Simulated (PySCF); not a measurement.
## Exercise with solution: oscillator strength and radiative lifetime

C2H7O, SMILES C[OH+]C, charge +1.

Geometry: PBE-D3(BJ)/def2-TZVP. The isomer is the one that the SMILES or the coordinates give; other isomers of the formula were not compared.

TDA-PBE/def2-SVPD run with PySCF 2.14.0 puts the first singlet state with f over 0.02 at 10.40 eV (vertical), with the transition dipole (0.468, 0.012, 0.000) in atomic units.

### Question
Find the oscillator strength, the wavelength and the radiative lifetime that this transition would have in vacuum if emission retraced absorption.

### Answer

|μ|² = 0.2192 au, so |μ| = 1.19 D. ΔE = 10.40/27.211 = 0.3822 hartree. f = (2/3) ΔE |μ|² = 0.056 (the program prints 0.056).
λ = 1239.84/10.40 = 119 nm; ν = 83882 cm⁻¹.
Einstein's coefficient A = 0.6670 ν² f s⁻¹ (ν in cm⁻¹) = 2.6e8 s⁻¹, so τ = 1/A = 3.8 ns. This state is S6; the lower singlets have f = 0.000, 0.001, 0.002, 0.000, 0.012. The figure is the radiative limit of this one transition; relaxation, internal conversion, crossing to triplets and a medium change what is measured.
